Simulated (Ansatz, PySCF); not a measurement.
Molecule: GeTe (charge +1, doublet). 
Structure (B3LYP-D3(BJ)/def2-TZVP (Ansatz, a first-principles code) minimum search):
```xyz
2

Ge     0.0000     0.0000    -1.5536
Te     0.0000     0.0000     0.9560
```
Charge +1, spin multiplicity 2.

Total electronic energies in hartree. Cores are frozen in the correlated levels unless marked. UHF or UKS for open shells. No spin-orbit coupling. Frozen are the shells of the preceding noble gas and the d and f shells that filled before the atom's block. In def2 rows, elements after Kr have scalar-relativistic effective core potentials. Basis-set limits of correlation are two-point, X^-3; Hartree-Fock from the larger set.

```tsv
level	program	energy (Eh)
HF/def2-TZVPP	Ansatz	-2342.11804
SVWN5/def2-TZVPD	Ansatz	-2341.20703
BLYP/def2-TZVPD	Ansatz	-2344.76340
TPSS-D3(BJ)/def2-TZVPD	PySCF + dftd3	-2344.60729
TPSS-D4/def2-TZVPD	PySCF + dftd4	-2344.60735
B3LYP-D3(BJ)/def2-TZVPD	Ansatz + dftd3	-2344.87702
PBE0/def2-TZVP	Ansatz	-2344.48248
PBE0/def2-QZVPP	Ansatz	-2344.52866
BHLYP-D3(BJ)/def2-TZVPD	Ansatz + dftd3	-2344.66782
TPSSh/def2-TZVPD	PySCF	-2344.61156
r2SCANh-D4/def2-TZVPD	Ansatz + dftd4	-2344.80578
PW6B95-D3(BJ)/def2-TZVPD	PySCF + dftd3	-2345.87947
MN15-D3(BJ)/def2-TZVPD	PySCF + dftd3	-2344.38937
MN15/def2-TZVPD	PySCF	-2344.38937
LC-wPBE-D3(BJ)/def2-TZVPD	Ansatz + dftd3	-2344.46918
LC-wPBE-D4/def2-TZVPD	Ansatz + dftd4	-2344.46913
MP2/def2-TZVPP	Ansatz	-2342.28549
RI-MP2/def2-QZVPPD	Ansatz	-2342.34527
SCS-MP2/def2-QZVPP	Ansatz	-2342.34944
CCSD/def2-TZVPPD	Ansatz	-2342.31462
CCSD(T)/def2-TZVPPD	Ansatz	-2342.32567
CCSD(T)/def2-QZVPP	Ansatz	-2342.38265
CCSD(T)/CBS(def2-TZVPPD,def2-QZVPPD)	Ansatz	-2342.3935
```

Totals of different functionals don't rank their quality; only differences between species are comparable.
